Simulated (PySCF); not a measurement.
Spectra and structures to be paired. The calculation used PySCF 2.14.0, density-fitted response routines, TDDFT CAM-B3LYP/def2-SVPD, vertical, gas phase, core orbitals frozen in the response. Geometries: GFN2-xTB; one conformer of each isolated species. Triplets are in the Tamm–Dancoff approximation.

A. `C[SiH2][Si@@H](F)C=O`
B. `F[Si@H]1CC[SiH2]O1`
C. `O([SiH3])[Si@@H](C=C)F`
D. `C(C)(C)[SiH2]S[SiH3]`
E. `CN1[SiH2]CN[Si@H]1C`

Lowest singlet levels (six at most, fewer where fewer were computed) with oscillator strengths:

1. 3.17 eV (f 0.002); 5.41 eV (f 0.012); 6.40 eV (f 0.004); 6.50 eV (f 0.108); 6.83 eV (f 0.044); 7.35 eV (f 0.026); T1 2.49 eV
2. 6.06 eV (f 0.018); 6.31 eV (f 0.000); 6.57 eV (f 0.001); 7.08 eV (f 0.003); 7.32 eV (f 0.027); 7.47 eV (f 0.049); T1 5.71 eV
3. 7.51 eV (f 0.018); 7.84 eV (f 0.007); 7.94 eV (f 0.017); 8.18 eV (f 0.002); 8.31 eV (f 0.052); 8.47 eV (f 0.043); T1 7.14 eV
4. 5.90 eV (f 0.005); 5.94 eV (f 0.001); 6.34 eV (f 0.004); 6.61 eV (f 0.016); 6.71 eV (f 0.012); 6.90 eV (f 0.027); T1 5.66 eV
5. 6.59 eV (f 0.007); 7.34 eV (f 0.314); 7.68 eV (f 0.011); 7.79 eV (f 0.026); 7.85 eV (f 0.010); 8.23 eV (f 0.016); T1 4.33 eV

Question: Match each spectrum to its molecule.

Answer: 1 = A, 2 = D, 3 = B, 4 = E, 5 = C.
- A: S1 at 3.17 eV, HOMO→LUMO (94%); Löwdin shares by element: HOMO oxygen 47%, carbon 21% or more, silicon 12% or more, hydrogen 10% or more; LUMO carbon 38% or more, oxygen 32%, silicon 14% or more, hydrogen 6% or more; HOMO -8.59 and LUMO -0.69 eV.
- B: S1 at 7.51 eV, HOMO→LUMO (73%), HOMO-1→LUMO (11%); Löwdin shares by element: HOMO carbon 45%, silicon 26% (atoms not listed hold the other 29%); LUMO silicon 44%, carbon 8% or more, hydrogen 8% or more (atoms not listed hold the other 40%); HOMO -9.85 and LUMO 1.00 eV.
- C: S1 at 6.59 eV, HOMO-1→LUMO (75%), HOMO-3→LUMO (14%); Löwdin shares by element: HOMO carbon 78%, silicon 6% or more (atoms not listed hold the other 16%); LUMO carbon 64%, silicon 13% or more, hydrogen 5% or more (atoms not listed hold the other 18%); HOMO -9.81 and LUMO 0.30 eV.
- D: S1 at 6.06 eV, HOMO→LUMO (96%); Löwdin shares by element: HOMO sulfur 70%, silicon 18%; LUMO silicon 36%, sulfur 24%, hydrogen 8% or more (atoms not listed hold the other 31%); HOMO -8.42 and LUMO 0.84 eV.
- E: S1 at 5.90 eV, HOMO→LUMO (49%), HOMO-1→LUMO+1 (23%), HOMO→LUMO+3 (8%); Löwdin shares by element: HOMO nitrogen 62%, carbon 6% or more, silicon 6% or more (atoms not listed hold the other 26%); LUMO silicon 32%, carbon 20% or more (atoms not listed hold the other 49%); HOMO -7.83 and LUMO 1.23 eV.
